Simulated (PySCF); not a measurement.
All of these have the formula C5H9O2P. Level of theory: TDDFT B3LYP/def2-SVPD, vertical, gas phase, core orbitals frozen in the response (PySCF 2.14.0, density-fitted response routines). Geometries: GFN2-xTB; one conformer of each isolated species. Triplets are in the Tamm–Dancoff approximation.

Question: Rank by computed HOMO energy, lowest first.
A. `C(#C)[P@@](C(C)C)(=O)O`
B. `C#CC[P@](=O)(O)CC`
C. `COC(=O)PC1CC1`
D. `O=C1CC[PH](=O)CC1`
E. `C([P@](O)(C(=C)C)=O)=C`

Answer: A (-7.96 eV), E (-7.72 eV), B (-7.44 eV), D (-7.28 eV), C (-6.79 eV).

| SMILES | HOMO (eV) | f (S1) | T1 (eV) | LUMO (eV) | S1 (eV) | S1 mainly |
| --- | --- | --- | --- | --- | --- | --- |
| C#C[P@@](=O)(O)C(C)C | -7.96 | 0.000 | 5.08 | -0.66 | 6.06 | H-1→L (41%) |
| C=C[P@](=O)(O)C(=C)C | -7.72 | 0.001 | 4.23 | -1.29 | 5.40 | H-1→L (78%) |
| C#CC[P@](=O)(O)CC | -7.44 | 0.012 | 5.42 | -0.02 | 6.49 | H→L (42%) |
| O=C1CC[PH](=O)CC1 | -7.28 | 0.000 | 3.72 | -1.20 | 4.28 | H→L (97%) |
| COC(=O)PC1CC1 | -6.79 | 0.029 | 4.46 | -0.49 | 5.16 | H→L (85%) |

H and L stand for HOMO and LUMO.

- `C#C[P@@](=O)(O)C(C)C`: Löwdin shares by element: HOMO oxygen 56% or more, carbon 16% or more, phosphorus 13%; LUMO carbon 56% or more, phosphorus 12%, oxygen 8% or more (atoms not listed hold the other 24%).
- `C=C[P@](=O)(O)C(=C)C`: Löwdin shares by element: HOMO carbon 60% or more, oxygen 16% or more (atoms not listed hold the other 24%); LUMO carbon 70% or more (atoms not listed hold the other 30%).
- `C#CC[P@](=O)(O)CC`: Löwdin shares by element: HOMO carbon 42% or more, oxygen 31% or more (atoms not listed hold the other 27%); LUMO oxygen 22% or more, carbon 16% or more, hydrogen 12% or more (atoms not listed hold the other 51%).
- `O=C1CC[PH](=O)CC1`: S1 has the pattern of n→π* at C=O.
- `COC(=O)PC1CC1`: Löwdin shares by element: HOMO phosphorus 44%, oxygen 19% or more, carbon 17% or more (atoms not listed hold the other 20%); LUMO oxygen 36%, carbon 31% or more, phosphorus 19%.
